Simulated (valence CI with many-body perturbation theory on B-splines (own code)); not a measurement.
# Sn XVIII: electric-dipole lines

Method: relativistic CI+MBPT: five valence electrons over a frozen Dirac-Fock core [Ar] 3d10, a basis of 9 s, 9 p, 8 d, 6 f, 3 g, 1 h functions for each j, with the one-electron correlation potential Σ1, the two-electron term Σ2, the three-electron term Σ3, Breit, model QED; selected CI, second order for the rest (own B-spline code, finite nucleus).

No measured levels were compared; by estimate levels hold to about 250 cm⁻¹ or 0.2 % of their energy and the worst to 1 %, as in measured heavy ions of charge 2 to 7; those with d or f electrons hold less well. Among the levels kept, up to 300 cm⁻¹ of a level comes from second order outside the variational space, and about a tenth of that is noise between levels of different J, which matters for small intervals.

Lines 1 to 50 of 175 in falling wavelength, among levels below 121.60 eV, chosen from the strongest by gf and those to the six lowest levels. Wavelengths and rates use the calculated energies, so an error of 1000 cm⁻¹ moves a line at 47.66 nm by 0.48 % and its rate by three times that or more. Electric multipoles are in the length gauge, E1 and E2 with the static RPA response of the core. Weak lines are less certain than strong ones. Lines between different terms over intervals too small for the method are left out, as are lines whose strength nearly cancels. The highest levels of a list are the least certain.

Names give the largest LS component (configuration and term), which can be under half, so a name can repeat, a term be missing and a line seem to break the LS rules; names also repeat where a configuration has a term twice. Letters in brackets count levels of one name in rising energy.

```
λ vac (nm)              Upper                  Lower   A (s⁻¹)  S (a.u.) with core polarisation  S without
     47.66        4p5 2P°_3/2  4s2 4p2 4d 2P_3/2 [a]  9.16e+07                         1.96e-02   2.15e-02
     45.69  4s 4p3 4d 6D°_5/2      4s2 4p2 4d 4P_3/2  7.00e+07                         1.98e-02   2.16e-02
     45.47      4s 4p4 4P_5/2        4s2 4p3 2P°_3/2  7.99e+06                         2.22e-03   2.43e-03
     44.00  4s 4p3 4d 6D°_7/2      4s2 4p2 4d 4P_5/2  1.35e+08                         4.55e-02   4.97e-02
     40.89        4p5 2P°_3/2  4s2 4p2 4d 4D_1/2 [b]  6.61e+07                         8.92e-03   9.75e-03
     40.18        4p5 2P°_3/2      4s2 4p2 4d 4D_3/2  7.54e+07                         9.66e-03   1.06e-02
     37.84      4s 4p4 4P_3/2        4s2 4p3 2P°_3/2  2.04e+08                         2.18e-02   2.38e-02
     37.56  4s 4p3 4d 6D°_7/2      4s2 4p2 4d 4D_5/2  3.63e+07                         7.60e-03   8.28e-03
     37.08      4s 4p4 4P_1/2        4s2 4p3 2P°_3/2  8.28e+07                         4.17e-03   4.54e-03
     35.35  4s 4p3 4d 6D°_9/2      4s2 4p2 4d 4F_9/2  3.64e+08                         7.94e-02   8.68e-02
     34.74  4s 4p3 4d 6D°_5/2  4s2 4p2 4d 2F_7/2 [a]  6.53e+07                         8.11e-03   8.86e-03
     34.72  4s 4p3 4d 6D°_1/2      4s2 4p2 4d 4D_3/2  2.06e+08                         8.49e-03   9.26e-03
     34.49  4s 4p3 4d 6D°_3/2      4s2 4p2 4d 4D_3/2  2.92e+08                         2.37e-02   2.59e-02
     34.46  4s 4p3 4d 6D°_7/2  4s2 4p2 4d 2F_7/2 [a]  4.44e+07                         7.17e-03   7.81e-03
     34.45  4s 4p3 4d 6D°_5/2      4s2 4p2 4d 4D_3/2  9.58e+07                         1.16e-02   1.27e-02
     33.76  4s 4p3 4d 6D°_7/2      4s2 4p2 4d 4F_7/2  3.91e+08                         5.94e-02   6.49e-02
     33.45  4s 4p3 4d 6D°_9/2  4s2 4p2 4d 2F_7/2 [a]  2.19e+08                         4.05e-02   4.43e-02
     32.89  4s 4p3 4d 6D°_3/2      4s2 4p2 4d 2F_5/2  1.39e+08                         9.75e-03   1.06e-02
     32.85  4s 4p3 4d 6D°_5/2      4s2 4p2 4d 2F_5/2  3.02e+08                         3.17e-02   3.47e-02
     32.81  4s 4p3 4d 6D°_1/2  4s2 4p2 4d 4D_1/2 [a]  3.28e+08                         1.14e-02   1.25e-02
     32.79  4s 4p3 4d 6D°_9/2      4s2 4p2 4d 4F_7/2  3.16e+08                         5.51e-02   6.02e-02
     32.60  4s 4p3 4d 6D°_7/2      4s2 4p2 4d 2F_5/2  6.37e+07                         8.71e-03   9.52e-03
     31.95      4s 4p4 4P_5/2        4s2 4p3 2D°_5/2  7.28e+08                         7.03e-02   7.68e-02
     31.68        4p5 2P°_3/2      4s2 4p2 4d 4F_3/2  9.54e+08                         5.99e-02   6.55e-02
     31.49      4s 4p4 2D_3/2        4s2 4p3 2P°_3/2  4.51e+05                         2.78e-05   2.81e-05
     31.20        4p5 2P°_1/2  4s2 4p2 4d 4D_1/2 [b]  2.87e+09                         8.61e-02   9.43e-02
     30.79        4p5 2P°_1/2      4s2 4p2 4d 4D_3/2  2.44e+08                         7.02e-03   7.69e-03
     30.44      4s 4p4 4P_3/2        4s2 4p3 2P°_1/2  2.23e+07                         1.24e-03   1.37e-03
     30.00      4s 4p4 4P_5/2        4s2 4p3 2D°_3/2  1.74e+09                         1.39e-01   1.52e-01
     29.95      4s 4p4 4P_1/2        4s2 4p3 2P°_1/2  1.57e+09                         4.17e-02   4.56e-02
     29.95        4p5 2P°_3/2          4s 4p4 2P_3/2  4.54e+09                         2.41e-01   2.63e-01
     29.69  4s 4p3 4d 6D°_5/2      4s2 4p2 4d 4F_5/2  1.66e+08                         1.29e-02   1.40e-02
     29.53      4s 4p4 2D_5/2        4s2 4p3 2P°_3/2  2.36e+09                         1.80e-01   1.97e-01
     29.49  4s 4p3 4d 6D°_7/2      4s2 4p2 4d 4F_5/2  1.70e+08                         1.72e-02   1.89e-02
     29.28        4p5 2P°_1/2  4s2 4p2 4d 4D_1/2 [a]  3.73e+09                         9.25e-02   1.01e-01
     29.23        4p5 2P°_3/2          4s 4p4 2P_1/2  2.58e+09                         1.27e-01   1.39e-01
     28.00  4s 4p3 4d 6D°_5/2      4s2 4p2 4d 4F_3/2  8.97e+07                         5.83e-03   6.38e-03
     27.99      4s 4p4 4P_3/2        4s2 4p3 2D°_5/2  9.79e+08                         4.24e-02   4.62e-02
     26.48      4s 4p4 4P_3/2        4s2 4p3 2D°_3/2  7.30e+07                         2.68e-03   2.91e-03
     26.47      4s 4p4 2P_1/2        4s2 4p3 2P°_3/2  4.58e+08                         8.37e-03   9.14e-03
     26.23        4p5 2P°_3/2          4s 4p4 2D_5/2  1.16e+10                         4.14e-01   4.51e-01
     26.20      4s 4p4 2D_3/2        4s2 4p3 2P°_1/2  4.26e+08                         1.51e-02   1.65e-02
     26.11      4s 4p4 4P_1/2        4s2 4p3 2D°_3/2  4.10e+08                         7.19e-03   7.86e-03
     25.90      4s 4p4 2P_3/2        4s2 4p3 2P°_3/2  2.48e+09                         8.50e-02   9.29e-02
     25.54        4p5 2P°_1/2      4s2 4p2 4d 4F_3/2  8.91e+08                         1.46e-02   1.60e-02
     25.05      4s 4p4 4P_5/2        4s2 4p3 4S°_3/2  3.96e+09                         1.84e-01   2.01e-01
     24.85        4p5 2P°_3/2          4s 4p4 2D_3/2  5.60e+09                         1.70e-01   1.85e-01
     24.73  4s2 4p2 4d 4F_3/2        4s2 4p3 2P°_3/2  4.18e+08                         1.25e-02   1.36e-02
     24.40        4p5 2P°_1/2          4s 4p4 2P_3/2  1.28e+10                         1.84e-01   2.01e-01
     24.36      4s 4p4 2D_3/2        4s2 4p3 2D°_5/2  8.01e+08                         2.28e-02   2.49e-02
```
